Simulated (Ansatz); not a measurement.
Ansatz (an electronic-structure program) input (B3LYP/6-31G*):

Ansatz 0.2 input:
```yaml
crystal:
  periodic: [false, false, false]
  atoms:
    - {symbol: C, position_ang: [-2.70719874, -0.64040055, -0.36683186]}
    - {symbol: C, position_ang: [-1.49394617, 0.03405050, 0.28068250]}
    - {symbol: C, position_ang: [-0.20559757, -0.14547601, -0.52787193]}
    - {symbol: C, position_ang: [1.04334527, 0.44470153, 0.16435804]}
    - {symbol: C, position_ang: [2.31542628, 0.39476266, -0.70000862]}
    - {symbol: O, position_ang: [1.24839309, -0.07042078, 1.42277812]}
    - {symbol: H, position_ang: [-2.55192329, -1.72144523, -0.46913802]}
    - {symbol: H, position_ang: [-3.61180734, -0.49015889, 0.23314978]}
    - {symbol: H, position_ang: [-2.90183473, -0.23830417, -1.36893093]}
    - {symbol: H, position_ang: [-1.33273602, -0.36793725, 1.28757272]}
    - {symbol: H, position_ang: [-1.69563798, 1.10792643, 0.40629135]}
    - {symbol: H, position_ang: [-0.30962490, 0.31853595, -1.51850807]}
    - {symbol: H, position_ang: [-0.02022879, -1.21478035, -0.70337960]}
    - {symbol: H, position_ang: [0.82603683, 1.51602486, 0.38712707]}
    - {symbol: H, position_ang: [3.15735571, 0.83429810, -0.15738454]}
    - {symbol: H, position_ang: [2.17515545, 0.93803910, -1.64088821]}
    - {symbol: H, position_ang: [2.56592582, -0.64466093, -0.94010541]}
basis:
  gaussian:
    orbitals: 6-31G*
hamiltonian:
  xc: {name: B3LYP}
magnetization: {spin_polarized: true, initial_magnetization: 1}
phonons: {temperatures: {t_min: 298.15, t_max: 298.15, t_step: 100}}
```

Output:

```
Functional definition: B3LYP
integrals: 0.08 GiB planned
1342 factors; integrals over basis functions are off by at most 4.1e-4 eV
mean field: 0.84 GiB planned
mean field evaluation 1: about -7401.0232 eV, gradient 4.3e1 eV
mean field evaluation 2: about -7398.7699 eV, gradient 4.9e1 eV
mean field evaluation 4: about -7410.0783 eV, gradient 2.8e0 eV
mean field evaluation 8: about -7410.1209 eV, gradient 2.7e-1 eV
mean field evaluation 16: about -7410.1215 eV, gradient 1.2e-2 eV
mean field evaluation 32: about -7410.1216 eV, gradient 8.7e-6 eV
mean field -7410.12163214 eV, -272.3169472204 hartree, gradient 3.9e-7 eV, S^2 0.753121; 2 other end points of the search recorded, 0 dependent functions left out
the calculation of the forces begins
reference -7410.12184904 eV, -272.3169551911 hartree; 25, 24 occupied and 87, 88 virtual orbitals, 1342 factors
these checks for a lower state are left out or cut short: stability, starts, cluster_reference, orbital_swaps, neighbouring_geometries, increment
integrals: 0.08 GiB planned
1342 factors; integrals over basis functions are off by at most 4.1e-4 eV
mean field: 0.84 GiB planned
mean field -7410.12147311 eV, -272.3169413761 hartree, gradient 2.3e-6 eV, S^2 0.753121; 0 other end points of the search recorded, 0 dependent functions left out
the calculation of the forces begins
reference -7410.12169002 eV, -272.3169493473 hartree; 25, 24 occupied and 87, 88 virtual orbitals, 1342 factors
these checks for a lower state are left out or cut short: stability, starts, cluster_reference, orbital_swaps, neighbouring_geometries, increment
integrals: 0.08 GiB planned
1342 factors; integrals over basis functions are off by at most 4.1e-4 eV
mean field: 0.84 GiB planned
mean field -7410.12147663 eV, -272.3169415053 hartree, gradient 2.6e-6 eV, S^2 0.753121; 0 other end points of the search recorded, 0 dependent functions left out
the calculation of the forces begins
reference -7410.12169351 eV, -272.3169494754 hartree; 25, 24 occupied and 87, 88 virtual orbitals, 1342 factors
these checks for a lower state are left out or cut short: stability, starts, cluster_reference, orbital_swaps, neighbouring_geometries, increment
integrals: 0.08 GiB planned
1342 factors; integrals over basis functions are off by at most 4.2e-4 eV
mean field: 0.84 GiB planned
mean field -7410.12146727 eV, -272.3169411614 hartree, gradient 1.9e-6 eV, S^2 0.753121; 0 other end points of the search recorded, 0 dependent functions left out
the calculation of the forces begins
reference -7410.12168417 eV, -272.3169491325 hartree; 25, 24 occupied and 87, 88 virtual orbitals, 1342 factors
these checks for a lower state are left out or cut short: stability, starts, cluster_reference, orbital_swaps, neighbouring_geometries, increment
integrals: 0.08 GiB planned
1342 factors; integrals over basis functions are off by at most 4.1e-4 eV
mean field: 0.84 GiB planned
mean field evaluation 64: about -7410.1215 eV, gradient 6.2e-5 eV
mean field -7410.12146088 eV, -272.3169409266 hartree, gradient 2.0e-6 eV, S^2 0.753121; 0 other end points of the search recorded, 0 dependent functions left out
the calculation of the forces begins
reference -7410.12167776 eV, -272.3169488969 hartree; 25, 24 occupied and 87, 88 virtual orbitals, 1342 factors
these checks for a lower state are left out or cut short: stability, starts, cluster_reference, orbital_swaps, neighbouring_geometries, increment
integrals: 0.08 GiB planned
1342 factors; integrals over basis functions are off by at most 4.1e-4 eV
mean field: 0.84 GiB planned
mean field -7410.12146547 eV, -272.3169410953 hartree, gradient 2.7e-6 eV, S^2 0.753121; 0 other end points of the search recorded, 0 dependent functions left out
the calculation of the forces begins
reference -7410.12168239 eV, -272.3169490669 hartree; 25, 24 occupied and 87, 88 virtual orbitals, 1342 factors
these checks for a lower state are left out or cut short: stability, starts, cluster_reference, orbital_swaps, neighbouring_geometries, increment
integrals: 0.08 GiB planned
1342 factors; integrals over basis functions are off by at most 4.1e-4 eV
mean field: 0.84 GiB planned
mean field -7410.12146036 eV, -272.3169409073 hartree, gradient 2.6e-6 eV, S^2 0.753122; 0 other end points of the search recorded, 0 dependent functions left out
the calculation of the forces begins
reference -7410.12167722 eV, -272.3169488771 hartree; 25, 24 occupied and 87, 88 virtual orbitals, 1342 factors
these checks for a lower state are left out or cut short: stability, starts, cluster_reference, orbital_swaps, neighbouring_geometries, increment
integrals: 0.08 GiB planned
1342 factors; integrals over basis functions are off by at most 4.1e-4 eV
mean field: 0.84 GiB planned
[...]
reference -7410.12183322 eV, -272.3169546098 hartree; 25, 24 occupied and 87, 88 virtual orbitals, 1342 factors
these checks for a lower state are left out or cut short: stability, starts, cluster_reference, orbital_swaps, neighbouring_geometries, increment
integrals: 0.08 GiB planned
1342 factors; integrals over basis functions are off by at most 4.1e-4 eV
mean field: 0.84 GiB planned
mean field -7410.12161459 eV, -272.3169465753 hartree, gradient 1.4e-6 eV, S^2 0.753121; 0 other end points of the search recorded, 0 dependent functions left out
the calculation of the forces begins
reference -7410.12183148 eV, -272.3169545458 hartree; 25, 24 occupied and 87, 88 virtual orbitals, 1342 factors
these checks for a lower state are left out or cut short: stability, starts, cluster_reference, orbital_swaps, neighbouring_geometries, increment
integrals: 0.08 GiB planned
1342 factors; integrals over basis functions are off by at most 4.1e-4 eV
mean field: 0.84 GiB planned
mean field -7410.12159491 eV, -272.3169458523 hartree, gradient 1.1e-6 eV, S^2 0.753122; 0 other end points of the search recorded, 0 dependent functions left out
the calculation of the forces begins
reference -7410.12181181 eV, -272.3169538231 hartree; 25, 24 occupied and 87, 88 virtual orbitals, 1342 factors
these checks for a lower state are left out or cut short: stability, starts, cluster_reference, orbital_swaps, neighbouring_geometries, increment
integrals: 0.08 GiB planned
1342 factors; integrals over basis functions are off by at most 4.1e-4 eV
mean field: 0.84 GiB planned
mean field evaluation 608: about -7410.1216 eV, gradient 1.1e-5 eV
mean field -7410.12159613 eV, -272.3169458970 hartree, gradient 1.2e-6 eV, S^2 0.753121; 0 other end points of the search recorded, 0 dependent functions left out
the calculation of the forces begins
reference -7410.12181302 eV, -272.3169538676 hartree; 25, 24 occupied and 87, 88 virtual orbitals, 1342 factors
these checks for a lower state are left out or cut short: stability, starts, cluster_reference, orbital_swaps, neighbouring_geometries, increment
integrals: 0.08 GiB planned
1342 factors; integrals over basis functions are off by at most 4.1e-4 eV
mean field: 0.84 GiB planned
mean field -7410.12155144 eV, -272.3169442545 hartree, gradient 3.0e-6 eV, S^2 0.753121; 0 other end points of the search recorded, 0 dependent functions left out
the calculation of the forces begins
reference -7410.12176829 eV, -272.3169522239 hartree; 25, 24 occupied and 87, 88 virtual orbitals, 1342 factors
these checks for a lower state are left out or cut short: stability, starts, cluster_reference, orbital_swaps, neighbouring_geometries, increment
integrals: 0.08 GiB planned
1342 factors; integrals over basis functions are off by at most 4.1e-4 eV
mean field: 0.84 GiB planned
mean field -7410.12155315 eV, -272.3169443175 hartree, gradient 2.6e-6 eV, S^2 0.753122; 0 other end points of the search recorded, 0 dependent functions left out
the calculation of the forces begins
reference -7410.12177008 eV, -272.3169522895 hartree; 25, 24 occupied and 87, 88 virtual orbitals, 1342 factors
these checks for a lower state are left out or cut short: stability, starts, cluster_reference, orbital_swaps, neighbouring_geometries, increment
integrals: 0.08 GiB planned
1342 factors; integrals over basis functions are off by at most 4.1e-4 eV
mean field: 0.84 GiB planned
mean field -7410.12161107 eV, -272.3169464460 hartree, gradient 8.9e-7 eV, S^2 0.753121; 0 other end points of the search recorded, 0 dependent functions left out
the calculation of the forces begins
reference -7410.12182797 eV, -272.3169544168 hartree; 25, 24 occupied and 87, 88 virtual orbitals, 1342 factors
these checks for a lower state are left out or cut short: stability, starts, cluster_reference, orbital_swaps, neighbouring_geometries, increment
integrals: 0.08 GiB planned
1342 factors; integrals over basis functions are off by at most 4.1e-4 eV
mean field: 0.84 GiB planned
mean field -7410.12161375 eV, -272.3169465444 hartree, gradient 1.0e-6 eV, S^2 0.753122; 0 other end points of the search recorded, 0 dependent functions left out
the calculation of the forces begins
reference -7410.12183064 eV, -272.3169545149 hartree; 25, 24 occupied and 87, 88 virtual orbitals, 1342 factors
these checks for a lower state are left out or cut short: stability, starts, cluster_reference, orbital_swaps, neighbouring_geometries, increment
integrals: 0.08 GiB planned
1342 factors; integrals over basis functions are off by at most 4.1e-4 eV
mean field: 0.84 GiB planned
mean field evaluation 640: about -7410.1215 eV, gradient 2.2e-6 eV
mean field -7410.12153544 eV, -272.3169436666 hartree, gradient 2.2e-6 eV, S^2 0.753121; 0 other end points of the search recorded, 0 dependent functions left out
the calculation of the forces begins
reference -7410.12175230 eV, -272.3169516361 hartree; 25, 24 occupied and 87, 88 virtual orbitals, 1342 factors
these checks for a lower state are left out or cut short: stability, starts, cluster_reference, orbital_swaps, neighbouring_geometries, increment
integrals: 0.08 GiB planned
1342 factors; integrals over basis functions are off by at most 4.1e-4 eV
mean field: 0.84 GiB planned
mean field -7410.12153892 eV, -272.3169437946 hartree, gradient 1.6e-6 eV, S^2 0.753121; 0 other end points of the search recorded, 0 dependent functions left out
the calculation of the forces begins
reference -7410.12175585 eV, -272.3169517665 hartree; 25, 24 occupied and 87, 88 virtual orbitals, 1342 factors
these checks for a lower state are left out or cut short: stability, starts, cluster_reference, orbital_swaps, neighbouring_geometries, increment
integrals: 0.08 GiB planned
1342 factors; integrals over basis functions are off by at most 4.1e-4 eV
mean field: 0.84 GiB planned
mean field -7410.12161312 eV, -272.3169465212 hartree, gradient 1.1e-6 eV, S^2 0.753122; 0 other end points of the search recorded, 0 dependent functions left out
the calculation of the forces begins
reference -7410.12183001 eV, -272.3169544918 hartree; 25, 24 occupied and 87, 88 virtual orbitals, 1342 factors
these checks for a lower state are left out or cut short: stability, starts, cluster_reference, orbital_swaps, neighbouring_geometries, increment
integrals: 0.08 GiB planned
1342 factors; integrals over basis functions are off by at most 4.1e-4 eV
mean field: 0.84 GiB planned
mean field -7410.12161356 eV, -272.3169465377 hartree, gradient 1.1e-6 eV, S^2 0.753121; 0 other end points of the search recorded, 0 dependent functions left out
the calculation of the forces begins
reference -7410.12183046 eV, -272.3169545085 hartree; 25, 24 occupied and 87, 88 virtual orbitals, 1342 factors
Total energy: -7410.12184904 eV, -272.3169551911 hartree
Atom 0 at    -2.707199    -0.640401    -0.366832 Å, force    -0.000736     0.001046     0.000882 eV/Å
Atom 1 at    -1.493946     0.034051     0.280683 Å, force     0.002183    -0.001198    -0.001097 eV/Å
Atom 2 at    -0.205598    -0.145476    -0.527872 Å, force    -0.002062     0.001123     0.000404 eV/Å
Atom 3 at     1.043345     0.444702     0.164358 Å, force     0.001295    -0.001500     0.001017 eV/Å
Atom 4 at     2.315426     0.394763    -0.700009 Å, force     0.000590     0.000579    -0.000115 eV/Å
Atom 5 at     1.248393    -0.070421     1.422778 Å, force    -0.000177     0.000592    -0.000534 eV/Å
Atom 6 at    -2.551923    -1.721445    -0.469138 Å, force     0.000379    -0.000327    -0.000479 eV/Å
Atom 7 at    -3.611807    -0.490159     0.233150 Å, force    -0.000765    -0.000611    -0.000176 eV/Å
Atom 8 at    -2.901835    -0.238304    -1.368931 Å, force    -0.000244     0.000092    -0.000412 eV/Å
Atom 9 at    -1.332736    -0.367937     1.287573 Å, force    -0.000847    -0.000157     0.000606 eV/Å
Atom 10 at    -1.695638     1.107926     0.406291 Å, force    -0.000093     0.000526     0.000158 eV/Å
Atom 11 at    -0.309625     0.318536    -1.518508 Å, force     0.000000    -0.000065    -0.000274 eV/Å
Atom 12 at    -0.020229    -1.214780    -0.703380 Å, force     0.000416    -0.000615     0.000317 eV/Å
Atom 13 at     0.826037     1.516025     0.387127 Å, force    -0.000373     0.000766     0.000397 eV/Å
Atom 14 at     3.157356     0.834298    -0.157385 Å, force     0.000623     0.000524    -0.000362 eV/Å
Atom 15 at     2.175155     0.938039    -1.640888 Å, force     0.000337    -0.000244    -0.000231 eV/Å
Atom 16 at     2.565926    -0.644661    -0.940105 Å, force    -0.000526    -0.000531    -0.000101 eV/Å
Dipole moment:    -0.070153     0.152474    -0.345178 e Å
Vibrations: 81.45 108.23 172.26 216.92 249.33 323.37 369.80 453.87 468.53 752.72 836.21 862.28 907.90 961.91 968.21 1043.92 1057.98 1082.47 1105.41 1178.94 1192.80 1247.14 1296.18 1316.36 1343.56 1404.17 1425.31 1441.69 1509.79 1517.16 1524.04 1525.62 1530.15 1540.72 2849.68 3023.74 3031.00 3041.30 3054.55 3064.26 3085.77 3109.09 3112.25 3124.05 3140.86 cm⁻¹, zero-point energy 4.131955 eV
```

The blocks after the first are displaced geometries, from whose forces the wavenumbers follow.
